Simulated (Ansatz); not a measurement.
Cost and result for the atomization energy of FH₃SiTe (`F[SiH2][TeH]`) (6 atoms, 5 bonds).

```json
{"atom": "F1", "x (Å)": "0.7877", "y (Å)": "-1.2812", "z (Å)": "-1.0823"}
{"atom": "Si2", "x (Å)": "0.4728", "y (Å)": "-0.3739", "z (Å)": "0.1965"}
{"atom": "Te3", "x (Å)": "-1.8505", "y (Å)": "0.4774", "z (Å)": "0.2046"}
{"atom": "H4", "x (Å)": "0.6143", "y (Å)": "-1.2195", "z (Å)": "1.4035"}
{"atom": "H5", "x (Å)": "1.4367", "y (Å)": "0.7480", "z (Å)": "0.1785"}
{"atom": "H6", "x (Å)": "-1.4610", "y (Å)": "1.6493", "z (Å)": "-0.9008"}
```

Charge 0, multiplicity 1. Correlated methods include outer-core shells of Te, which these sets cover unevenly. Te: def2 effective core potential. The geometry is a stationary point of PBE0-D4/def2-TZVP. Program: Ansatz. All runs use 2 threads of an Arm Neoverse V2 on a shared host. Times are those of one run each, without the atoms' runs, and a repeat can differ threefold. Electronic energies, without spin–orbit coupling; frozen cores. CCSD(T)/CBS adds CCSD(T) − MP2 in def2-TZVPP to the MP2 limit, and its time is that of the two runs behind it. T1 = 0.011. With those shells the extrapolation isn't a true limit. B3LYP takes the VWN-RPA correlation (the form of Gaussian; ORCA's B3LYP/G).

CCSD(T)/CBS is a level of theory with its own doubt, some kJ/mol a heavy atom from the limit and from the frozen cores, so smaller differences don't rank the functionals.

```csv
level,functions,wall time
PBE-D4/def2-TZVPP (with forces),165,1.6 s
CCSD(T)/def2-SVP,73,1.9 s
CAM-B3LYP-D4/def2-TZVPP,165,2.2 s
BHLYP-D4/def2-TZVPP,165,2.5 s
B3LYP-D4/def2-TZVPP (with forces),165,2.7 s
r2SCANh-D4/def2-TZVPP,165,3.8 s
B2PLYP/def2-TZVPP,165,3.8 s
PBE-QIDH/def2-TZVPP,165,4 s
ωB97X-V/def2-TZVPP,165,6 s
B97M-V/def2-TZVPP,165,7 s
MP2/def2-QZVPP,299,9 s
CCSD(T)/def2-TZVPP,165,41 s
CCSD(T)/CBS(def2),–,50 s
```

Task: What atomization energy does each give, and how far from CCSD(T)/CBS? (An estimate is asked.)

Result: The calculation gave: 
| level | atomization (kJ/mol) | difference from CCSD(T)/CBS | per bond |
| --- | --- | --- | --- |
| PBE-D4/def2-TZVPP (with forces) | 1776.2 | -23.3 | -4.7 |
| CCSD(T)/def2-SVP | 1613.7 | -185.8 | -37.2 |
| CAM-B3LYP-D4/def2-TZVPP | 1774.4 | -25.1 | -5.0 |
| BHLYP-D4/def2-TZVPP | 1724.7 | -74.8 | -15.0 |
| B3LYP-D4/def2-TZVPP (with forces) | 1767.9 | -31.6 | -6.3 |
| r2SCANh-D4/def2-TZVPP | 1760.1 | -39.4 | -7.9 |
| B2PLYP/def2-TZVPP | 1749.5 | -50.0 | -10.0 |
| PBE-QIDH/def2-TZVPP | 1745.9 | -53.6 | -10.7 |
| ωB97X-V/def2-TZVPP | 1788.0 | -11.5 | -2.3 |
| B97M-V/def2-TZVPP | 1779.2 | -20.3 | -4.1 |
| MP2/def2-QZVPP | 1791.9 | -7.6 | -1.5 |
| CCSD(T)/def2-TZVPP | 1732.1 | -67.4 | -13.5 |
| CCSD(T)/CBS(def2) | 1799.5 | 0.0 | 0.0 |

From PBE to PBE0 (25 % exact exchange), in def2-TZVPP and without D4, the atomization energy moves by −26.8 kJ/mol: exact exchange takes away binding that semilocal exchange gives to molecules. At CCSD(T), def2-SVP lies −185.8 kJ/mol from the extrapolated value and def2-TZVPP −67.4 kJ/mol: correlation converges slowly with the basis, and small sets miss more of it in the bonded molecule than in its fragments. Leaving LDA and LC-ωPBE aside and taking each functional with its dispersion term where it has one, the values spread over 63.3 kJ/mol, from BHLYP-D4 to ωB97X-V. LDA lies +251.7 kJ/mol from PBE without D4, its usual overbinding.

Spin–orbit coupling would lower the free Te atoms strongly, and the atomization energy with them, by more than many differences here.
